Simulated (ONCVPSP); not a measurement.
**Ranking ONCV potentials for B**

All share these settings but for the change named:

| Property | Result |
| --- | --- |
| Element | B (Z = 5) |
| Generator | ONCVPSP 4.0.1 |
| Type | optimised norm-conserving Vanderbilt (ONCV) |
| Functional | PBEsol |
| Relativity | scalar-relativistic |
| Frozen core | [He] |
| Valence charge | 3 |
| Reference configuration | 2s2 2p1 |
| Partial waves | 2s: rc 1.40 bohr, ncon 4, nbas 8, qcut 4.2 1/bohr, 2 projectors, debl 0.9 Ha; 2p: rc 4.00 bohr, ncon 5, nbas 8, qcut 3 1/bohr, 1 projector; d scattering state at 0.09 Ha: rc 3.10 bohr, ncon 4, nbas 7, qcut 3.1 1/bohr, 3 projectors, debl 0.6 Ha |
| Local potential | polynomial inside 1.00 bohr (lpopt 5, dvloc0 6 Ha) |
| Core correction | polynomial model core, fcfact 0.6 |

Test errors are all-electron minus pseudo excitation energies from the reference, over 2s2 2p0; 2s1 2p0; 2s2 2p0.5; 2s1 2p2. None of these files shows a bound ghost.

The base gives 685.7 meV.

Of 7 variants that were run, those that failed, showed a ghost or another fault, or gave nearly equal values are left out.

A variant can come out equal or close to the base, since the largest error may sit in a test that the change hardly touches while other tests move.

(1) Rank these variants by their largest absolute test error, smallest first.
A. all radii but the core radius scaled by about 0.77 (s 1.08, p 3.10, d 2.40 bohr); local potential polynomial inside 0.78 bohr (lpopt 5, dvloc0 6 Ha)
B. all radii but the core radius scaled by about 0.96 (s 1.34, p 3.82, d 2.96 bohr); local potential polynomial inside 0.96 bohr (lpopt 5, dvloc0 6 Ha)
C. all radii but the core radius scaled by about 1.24 (s 1.74, p 4.94, d 3.84 bohr); local potential polynomial inside 1.24 bohr (lpopt 5, dvloc0 6 Ha)
D. all radii but the core radius scaled by about 1.10 (s 1.54, p 4.38, d 3.40 bohr); local potential polynomial inside 1.10 bohr (lpopt 5, dvloc0 6 Ha)
E. all radii but the core radius scaled by about 0.88 (s 1.24, p 3.54, d 2.74 bohr); local potential polynomial inside 0.88 bohr (lpopt 5, dvloc0 6 Ha)

Answers

(1) A (375.5 meV), E (517.0 meV), B (617.7 meV), D (832.7 meV), C (1072.1 meV).
